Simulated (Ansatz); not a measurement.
C$_{3}$H$_{9}$O$_{4}$Si, doublet, geometry from GFN2-xTB; B3LYP5/STO-3G in Ansatz (a quantum-chemistry and plane-wave program).

Input for Ansatz:
Ansatz 0.2 input:
```yaml
crystal:
  periodic: [false, false, false]
  atoms:
    - {symbol: C, position_ang: [-0.38600731, 2.63494261, 0.08122108]}
    - {symbol: O, position_ang: [-0.77907602, 1.32178351, 0.26334601]}
    - {symbol: Si, position_ang: [0.02308773, -0.02033728, -0.26733647]}
    - {symbol: O, position_ang: [0.15673885, -0.13806654, -1.81490421]}
    - {symbol: O, position_ang: [-0.78554395, -1.26304075, 0.45942465]}
    - {symbol: C, position_ang: [-2.10891699, -1.60806063, 0.25520816]}
    - {symbol: O, position_ang: [1.45436715, 0.03837562, 0.55386437]}
    - {symbol: C, position_ang: [2.41437714, -0.95593042, 0.59623915]}
    - {symbol: H, position_ang: [-0.40121247, 2.88945753, -0.98513455]}
    - {symbol: H, position_ang: [-1.09603470, 3.27992005, 0.60451915]}
    - {symbol: H, position_ang: [0.62893474, 2.79945459, 0.45178136]}
    - {symbol: H, position_ang: [-2.77144191, -0.75631175, 0.42861827]}
    - {symbol: H, position_ang: [-2.25638820, -1.94539476, -0.77754607]}
    - {symbol: H, position_ang: [-2.35557366, -2.43117231, 0.93020689]}
    - {symbol: H, position_ang: [1.98642061, -1.90565089, 0.92695156]}
    - {symbol: H, position_ang: [3.20902884, -0.63506673, 1.27414093]}
    - {symbol: H, position_ang: [2.84443327, -1.10863799, -0.40068387]}
basis:
  gaussian:
    orbitals: STO-3G
hamiltonian:
  xc: b3lyp5
magnetization: {spin_polarized: true, initial_magnetization: 1}
```

It wrote (shortened):

```
Functional definition: B3LYP5
729 factors; integrals over basis functions are off by at most 3.0e-5 eV
mean field evaluation 1: about -19060.8084 eV, gradient 3.1e1 eV
mean field evaluation 2: about -18966.5093 eV, gradient 1.3e2 eV
mean field evaluation 4: about -19069.6448 eV, gradient 1.3e1 eV
mean field evaluation 8: about -19070.8669 eV, gradient 1.0e-1 eV
mean field evaluation 16: about -19070.8213 eV, gradient 7.1e-4 eV
mean field evaluation 32: about -19070.8215 eV, gradient 1.1e-3 eV
mean field evaluation 64: about -19070.8210 eV, gradient 2.5e-2 eV
mean field -19070.82149384 eV, -700.8397632315 hartree, gradient 6.0e-6 eV, S^2 0.752735; 4 other end points of the search recorded, 0 dependent functions left out
reference -19070.82174002 eV, -700.8397722784 hartree; 37, 36 occupied and 16, 17 virtual orbitals, 729 factors
Total energy: -19070.82174002 eV, -700.8397722784 hartree
```
